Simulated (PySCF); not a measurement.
**Computed properties of C2H3ClF2Si, SMILES [SiH2](/C(=C\F)F)Cl**

C2H3ClF2Si, SMILES F/C=C(/F)[SiH2]Cl. Geometry optimised at PBE0-D3(BJ)/def2-SVP. The structure was generated by enumeration; whether it is a known compound was not checked. The values are those of a single conformer. All values are computed for the isolated molecule unless a solvent is named; none is compared with measurement here.

**Structure.** All 21 harmonic modes at PBE0-D3(BJ)/def2-SVP (PySCF) are real, so it is a minimum. With heavy atoms numbered as in [F:1]/[CH:2]=[C:3](/[F:4])[SiH2:5][Cl:6], the shortest bond between them is F1–C2 at 1.325 Å and the longest Si5–Cl6 at 2.067 Å.

**Vibrations.** The strongest infrared lines (harmonic, unscaled, degenerate partners summed) lie at 868 cm⁻¹ (237 km/mol, H 84 %, Si 11 %), 1226 cm⁻¹ (195 km/mol, C 42 %, F 36 %, H 21 %), 935 cm⁻¹ (108 km/mol, H 95 %). The softest mode is at 27 cm⁻¹ and the zero-point energy is 29.2 kcal/mol.

**Electronic structure.** M06-2X/def2-TZVP (PySCF) places the frontier levels at -9.10 and -0.17 eV, a gap of 8.93 eV, and gives a dipole moment of 1.49 D and a mean polarisability of 60.7 bohr³. PBE/def2-TZVP (PySCF) at the same geometry gives -6.47 and -1.95 eV, so its gap is 4.41 eV narrower. An orbital gap is neither the optical nor the fundamental gap.

**Excitations.** TDDFT-CAM-B3LYP/def2-SVPD (PySCF) has S1 at 6.35 eV (195 nm, f = 0.275, bright); the most intense of the 10 singlets computed lies at 6.35 eV (f = 0.28). T1 (TDA) is at 3.86 eV. TDDFT-PBE/def2-SVPD (PySCF) puts S1 at 5.46 eV. No vertical singlet excitation falls in the visible range (under 3.1 eV).

**NMR.** GIAO shifts at B3LYP/pcSseg-1 (PySCF) (non-relativistic, atoms alike by connectivity averaged): ¹³C from 167.1 to 168.0 ppm against TMS; ¹H from 5.5 to 8.0 ppm against TMS; ²⁹Si at -31.9 ppm against TMS; ¹⁹F from -192.8 to -171.5 ppm against CFCl3. Without spin–orbit terms, shifts of atoms bonded to Cl or Br come out too high.

**Solvation.** SMD-PBE0/def2-SVP (PySCF) gives 1.7 kcal/mol in water, -1.8 kcal/mol in 1-octanol, -1.9 kcal/mol in tetrahydrofuran (1 M in both phases, gas-phase geometry).
